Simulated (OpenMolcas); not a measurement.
**Hf I: from CASSCF to CASPT2**

| Quantity | Value |
| --- | --- |
| Program | OpenMolcas 26.06 |
| Basis | ANO-RCC-VDZ [7s6p4d2f] |
| Scalar Hamiltonian | DKH3, point nucleus |
| Active space | 4 electrons in 6 orbitals (5d 6s) |
| State averaging | 2S+1 = 5 even, 15 roots (10 in the spin-orbit step); 2S+1 = 3 even, 55 roots; 2S+1 = 1 even, 50 roots (24 in the spin-orbit step) |
| Spin-orbit coupling | state interaction with AMFI integrals over the reference wave functions, term energies averaged over their components |

Methods on the same reference wave functions:
A. CASSCF
B. SS-CASPT2, IPEA 0.25 Eh, imaginary shift 0.1 Eh (closed shells correlated: 5s 5p)
C. MS-CASPT2, IPEA 0.25 Eh, imaginary shift 0.1 Eh (closed shells correlated: 5s 5p)

Energies in cm-1 above 5d2 6s2 3F2, the measured ground level; measured values from NIST Handbook of Basic Atomic Spectroscopic Data.

| Level | A | B | C | Measured |
| --- | --- | --- | --- | --- |
| 5d2 6s2 3F2 | 0.0 | 0.0 | 0.0 | 0.0 |
| 5d2 6s2 3F3 | 2136 | 2250 | 2280 | 2357 |
| 5d2 6s2 3F4 | 4233 | 4360 | 4410 | 4568 |
| 5d2 6s2 3P0 | 4244 | 4330 | 3910 | 5522 |
| 5d2 6s2 3P1 | 5068 | 5280 | 4920 | 6573 |
| 5d3 6s 5F1 | 8567 | 13850 | 14000 |  |
| 5d3 6s 5F2 | 9207 | 14500 | 14650 |  |
| 5d3 6s 5F3 | 10118 | 15440 | 15590 |  |
| 5d3 6s 5F4 | 11210 | 16580 | 16720 |  |
| 5d2 6s2 1G4 | 11422 | 11660 | 11550 | 10533 |
| 5d3 6s 5F5 | 12468 | 17800 | 17940 |  |
| 5d3 6s 5P1 | 17827 | 22040 | 22100 |  |
| 5d3 6s 5P2 | 18272 | 22410 | 22400 |  |
| 5d3 6s 5P3 | 19251 | 23520 | 23660 |  |

Deviations, from unrounded energies. A percentage is the sum of absolute deviations over the sum of measured energies, with the sign that they share, or ± where signs differ.

```tsv
Against measurement	Levels	A	B	C
mean absolute deviation (cm-1)	5	850	790	900
fine structure of the ground term (%)	2	-8.0	-4.5	-3.3
other terms of the ground configuration (%)	3	±16.2	±16.0	±18.9
```

B lies closest to measurement on these levels and C furthest from it. The largest miss of B in the table is 5d2 6s2 3P1, by -1300 cm-1. The ranking rests on the paired levels alone, and a cruder setting can come out closer through cancelling errors.

Between B and C the level of the table that moves most is 5d2 6s2 3P0, by 430 cm-1 (lowest in C, highest in B). Moves below CASPT2's spread within the term are not significant.

The mean deviations of B to C differ by less than CASPT2's widest spread within a term (670 cm-1), so their order carries little weight.

From A to B the spin-free energies of the other terms of 5d2 6s2 shown, above 3F, scale by factors of 1.02 to 1.03.

The lowest spin-free term lies below A's lowest term by 0.198 hartree in B, 0.199 hartree in C.

Term energies are means over components that CASPT2 splits; among the terms shown or strongly mixed into the levels shown the widest spread is 670 cm-1 (5d2 6s2 3F, C). Over all roots computed the reference weight is 0.87 to 0.96 in B, 0.87 to 0.96 in C; the roots of lowest weight are the least certain, and an intruder state may touch them. Some high roots are left out of the spin-orbit mixing, which shifts the levels that they would mix with. A single d shell beside an s shell can misplace configurations of different d count against each other. Without dynamic correlation excited terms often stand tens of per cent too high (terms of higher spin than the ground term too low), and those without a measured partner can miss by more than the paired ones (holds for A). Some terms miss by over 15 % even with CASPT2, which points to a basis or an active space too small for the shells correlated (holds for B; C). Computed and measured levels are paired by configuration, term and J; levels that our copy of the source lacks, or whose pairing is in doubt (as where it misses far off the trend of its configuration), stay unpaired and out of the deviations. Levels of configurations outside the active space are missing. The table leaves out levels that lie high or whose names do not pair safely across all columns.
